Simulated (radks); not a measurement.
Results of a calculation; reference values are marked as such.
Ionisation of Ne+, [He] 2s2 2p5, to Ne2+, [He] 2s2 2p4, under several functionals. Scalar-relativistic Kohn-Sham, spin-polarised, spherical densities, point nucleus; open shells are filled with parallel spins first; a radial shooting solver on a logarithmic mesh with Libxc functionals.

functional                                      E(Ne+) (hartree)  Exc (hartree)  IE (eV)  -e(HOMO) (eV)  <r> HOMO (bohr)  IE error (eV)
RPBE                                                  -128.30049      -11.94093   41.273         31.101           0.8942         +0.310
BP86                                                  -128.31125      -11.95372   41.500         31.291           0.8910         +0.537
revPBE                                                -128.27819      -11.91862   41.276         31.098           0.8933         +0.313
PW91                                                  -128.28218      -11.92289   41.508         31.307           0.8924         +0.546
exchange-only LDA                                     -126.88240      -10.46601   39.525         29.523           0.8996         -1.438
exchange-only B88                                     -127.97022      -11.60023   40.056         29.976           0.8968         -0.907
Wu-Cohen GGA                                          -128.04918      -11.68197   41.360         31.173           0.8914         +0.397
LDA (Slater exchange, Perdew-Wang correlation)        -127.56026      -11.16602   41.568         31.375           0.8932         +0.605

NIST Atomic Spectra Database: 40.963 eV (measured). Closest: RPBE. The Delta-SCF values span 2.04 eV, the total energies 1.43 hartree. The highest occupied level is 2p. Open shells are spherical and high-spin; term and fine-structure splittings are not resolved.
